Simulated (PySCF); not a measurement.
# A basis-limit estimate, worked out

An elementary step of BH$_{2}$Cl$_{3}$, closed shell (BCl₃ ([Cl][B]([Cl])[Cl]) + H₂ → BHCl₂ ([Cl][BH][Cl]) + HCl; B–Cl, H–H broken or loosened, B–H, Cl–H formed or tightened). “Start” and “end” are the PBE0-D4/def2-TZVP structures reached by relaxing down either side of its saddle point, with the molecules still in contact.

Program: PySCF 2.14 with density fitting (its default auxiliary sets; JK sets also for MP2 and CCSD(T)). Basis: def2-TZVPP and def2-QZVPP. Cores are frozen in the correlated methods.

Energies in eV:

| quantity | end | start |
| --- | --- | --- |
| Hartree–Fock, triple zeta (X = 3) | -38217.66763 | -38217.98032 |
| Hartree–Fock, quadruple zeta (X = 4) | -38218.73502 | -38219.04779 |
| MP2 correlation, X = 3 | -18.60090 | -18.87304 |
| MP2 correlation, X = 4 | -20.44115 | -20.72629 |
| CCSD(T) correlation, X = 3 | -21.06838 | -21.23815 |

(1) Work out the step energy at the basis limit: extrapolate Hartree–Fock as E(X) = E∞ + A exp(−7.88 √X) and the MP2 correlation as E(X) = E∞ + B X^−2.97 (the exponents that Neese and Valeev fitted for def2-TZVPP and QZVPP), then add CCSD(T) − MP2 in triple zeta.

No T1 diagnostic of these runs exceeds 0.012.

## Answers

(1) Each step is linear, so take the differences first (end − start): Hartree–Fock 0.31269 (X = 3) and 0.31277 (X = 4); MP2 correlation 0.27214 and 0.28514; CCSD(T) correlation 0.16977.
Two points give E∞ = E(4) + w [E(4) − E(3)], with w = 1/(exp(7.88 (2 − √3)) − 1) = 0.1377 for Hartree–Fock and w = 1/((4/3)^2.97 − 1) = 0.7407 for the correlation.
Hartree–Fock: 0.31277 + 0.1377 × 0.00008 = 0.3128 eV.
MP2 correlation: 0.28514 + 0.7407 × 0.01300 = 0.2948 eV.
CCSD(T) − MP2: 0.16977 − 0.27214 = -0.1024 eV.
Sum: 0.3128 + 0.2948 + (-0.1024) = 0.5052 eV, or 11.65 kcal/mol. Plain CCSD(T) in triple zeta gives 0.4825 eV, so the larger basis shifts the result by 0.0227 eV.

Labels in which every atom is bracketed show which atoms are joined, not bond orders.

For scale, one of the runs: CCSD(T)/def2-TZVPP, 185 basis functions, launched by `OMP_NUM_THREADS=4 python run.py`. Time: 4.1 min of wall clock on 4 CPU threads of an Arm Neoverse V2; the host was shared. Peak host memory: 2 GiB.
